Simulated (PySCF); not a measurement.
# How methods differ on the ionisation energy of Cu+

Cu+ [Ar] 3d10 (1S) → Cu(2+) [Ar] 3d9 (2D), as a difference of total energies. Calculation: PySCF 2.14, in aug-cc-pV5Z-PP with ECP10MDF (8s8p7d5f4g3h2i, 197 functions); a scalar-relativistic core potential. Correlated levels: valence: 3s2 3p6 frozen. The calculations carry no spin-orbit coupling.

```tsv
method	ionisation energy (eV)	difference from reference (eV)
UHF	17.115	-3.177
MP2 (valence)	20.975	+0.683
SCS-MP2 (valence)	20.535	+0.243
CCSD (valence)	19.877	-0.415
CCSD(T) (valence)	20.151	-0.141
```

Reference: 20.292 eV (measured; NIST Atomic Spectra Database, ionization energies).

The reference lies between the lowest fine-structure levels, while these numbers refer to the centres of the terms.
